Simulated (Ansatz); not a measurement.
Calculated with Ansatz (gas phase, PBE0-D4/def2-TZVP geometries, no zero-point term in ΔE). CCSD(T)/CBS adds triple-zeta CCSD(T) − MP2 to the extrapolated MP2 energy (def2 sets, frozen cores). This one scheme is used for every species. DFT in def2-TZVPP. B3LYP here is the variant with VWN-RPA as its local correlation; programs differ in this. HSE06 is defined as in plane-wave codes. For Ge outer-core shells are correlated without core-valence functions, which leaves a few kJ/mol of doubt a bond. Scalar relativity is left out up to krypton. Each species was taken in one conformer, which may not be the lowest.

Consider the hydrogenolysis of a Ge–N bond: `[NH2][GeH2][O]BF` + H₂ → `FB[O][GeH3]` + NH₃.

`[NH2][GeH2][O]BF`:

Z-matrix (Å, degrees):
```
Ge
O 1 1.807
N 1 1.814 2 111.7
H 1 1.532 2 107.3 3 -119.2
H 1 1.528 2 103.7 3 117.5
B 2 1.335 1 126.8 3 99.9
H 3 1.009 1 116.2 2 -69.2
H 3 1.010 1 116.1 2 62.1
F 6 1.330 2 118.8 1 -177.9
H 6 1.203 2 123.8 1 2.0
```

H₂:

Cartesian coordinates in Å:
```
H 0.023 0.245 -0.280
H -0.023 -0.245 0.280
```

`FB[O][GeH3]`:

Cartesian coordinates in Å:
```
F 1.720 0.232 -2.180
B 0.685 -0.040 -1.394
O 0.755 0.311 -0.106
Ge -0.500 0.063 1.153
H -0.264 -0.590 -1.884
H -1.698 -0.647 0.509
H -0.861 1.462 1.663
H 0.164 -0.790 2.238
```

NH₃:

Z-matrix (Å, degrees):
```
N
H 1 1.013
H 1 1.013 2 107.1
H 1 1.013 2 107.1 3 -114.5
```

| level | ΔE (kcal/mol) | difference from CCSD(T)/CBS |
| --- | --- | --- |
| LDA (SPW92) | -0.3 | -0.6 |
| PBE-D4 | -0.3 | -0.6 |
| r2SCAN-D4 | 0.4 | 0.1 |
| B97M-V | -2.0 | -2.3 |
| PBE0-D4 | -0.9 | -1.2 |
| B3LYP-D4 | -0.3 | -0.6 |
| r2SCANh-D4 | 0.1 | -0.2 |
| r2SCAN0-D4 | -0.3 | -0.6 |
| HSE06-D4 | -0.9 | -1.2 |
| BHLYP-D4 | -0.8 | -1.1 |
| CAM-B3LYP-D4 | -0.6 | -0.9 |
| ωB97X-V | -0.1 | -0.4 |
| ωB97M-V | -0.1 | -0.4 |
| B2PLYP | -0.4 | -0.7 |
| PBE-QIDH | -0.2 | -0.5 |
| PBE | -1.3 | -1.6 |
| revPBE | -1.9 | -2.2 |
| BLYP | -1.7 | -2.0 |
| r2SCAN | 0.1 | -0.2 |
| PBE0 | -1.7 | -2.0 |
| B3LYP | -1.9 | -2.2 |
| r2SCANh | -0.2 | -0.5 |
| r2SCAN0 | -0.6 | -0.9 |
| HSE06 | -1.7 | -2.0 |
| BHLYP | -2.1 | -2.4 |
| LC-ωPBE | -1.2 | -1.5 |
| RPA@PBE/def2-TZVPP | 0.0 | -0.3 |
| MP2/def2-SVP | 1.2 | 0.9 |
| CCSD/def2-SVP | -1.2 | -1.5 |
| CCSD(T)/def2-SVP | -0.5 | -0.8 |
| HF/def2-TZVPP | -3.2 | -3.5 |
| MP2/def2-TZVPP | 1.9 | 1.6 |
| SCS-MP2/def2-TZVPP | 0.9 | 0.6 |
| CCSD/def2-TZVPP | -0.6 | -0.9 |
| CCSD(T)/def2-TZVPP | 0.3 | 0.0 |
| HF/def2-QZVPP | -3.4 | -3.7 |
| MP2/def2-QZVPP | 1.8 | 1.5 |
| SCS-MP2/def2-QZVPP | 0.9 | 0.6 |
| HF/CBS(def2) | -3.4 | -3.7 |
| CCSD/CBS(def2) | -0.6 | -0.9 |
| CCSD(T)/CBS | 0.3 | 0 |

Q: What do rigid-rotor, harmonic-oscillator terms from PBE0-D4/def2-TZVP frequencies (298.15 K, 1 bar) make of the CCSD(T)/CBS value? (Best estimate.)

A: Ansatz gave: ΔZPE = +3.6 kcal/mol, ΔH = +3.3 kcal/mol, ΔS = 25 J/(mol·K), ΔG = +1.5 kcal/mol. Modes under 50 cm⁻¹ make the entropy rough.

Largest T1 diagnostic among the species: 0.013.

In def2-TZVPP, CCSD(T) changes the Hartree–Fock value by +3.5 kcal/mol (the triples alone add +0.9 kcal/mol) and MP2 by +5.1 kcal/mol. Leaving LDA and LC-ωPBE aside and taking each functional with its dispersion term where it has one, the values, not all of them listed here, spread over 2.6 kcal/mol, from B97M-V to revPBE-D4. LDA lies +1.0 kcal/mol from PBE without D4.
